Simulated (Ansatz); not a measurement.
Start from `FC(F)=[CH][GeH3]` and change one atom or group to get `C=CC=C(F)F`.

Ansatz, PBE0-D4/def2-TZVP geometries, multiplicity 1. Each molecule was computed in one conformer, which needn't be the lowest.

Scalar relativity is left out up to krypton.

| property | `FC(F)=[CH][GeH3]` |
| --- | --- |
| HOMO–LUMO gap (ωB97M-V/def2-TZVPP) / eV | 11.97 |
| LUMO energy (PBE0/def2-TZVPP) / eV | -0.08 |
| HOMO energy (ωB97M-V/def2-TZVPP) / eV | -9.96 |
| size of the dipole moment (PBE/def2-TZVPP) / D | 0.81 |
| HOMO–LUMO gap (B3LYP/def2-TZVPP) / eV | 7.18 |
| HOMO–LUMO gap (PBE/def2-TZVPP) / eV | 5.43 |

(1) What does the change do to each property? (Best estimate.)

Results:

(1) The calculation gave: 
| property | `C=CC=C(F)F` | shift |
| --- | --- | --- |
| HOMO–LUMO gap (ωB97M-V/def2-TZVPP) / eV | 10.23 | -1.74 |
| LUMO energy (PBE0/def2-TZVPP) / eV | -0.72 | -0.64 |
| HOMO energy (ωB97M-V/def2-TZVPP) / eV | -8.85 | 1.11 |
| size of the dipole moment (PBE/def2-TZVPP) / D | 0.70 | -0.11 |
| HOMO–LUMO gap (B3LYP/def2-TZVPP) / eV | 5.60 | -1.58 |
| HOMO–LUMO gap (PBE/def2-TZVPP) / eV | 4.03 | -1.40 |

With PBE0 the HOMO rises by 0.98 eV and the LUMO falls by 0.64 eV, so the gap narrows by about 1.62 eV. PBE moves the HOMO by 0.79 eV and ωB97M-V by 1.11 eV. Dipoles are sizes alone; their direction can turn.

B3LYP here is the variant with VWN-RPA as its local correlation; programs differ in this.
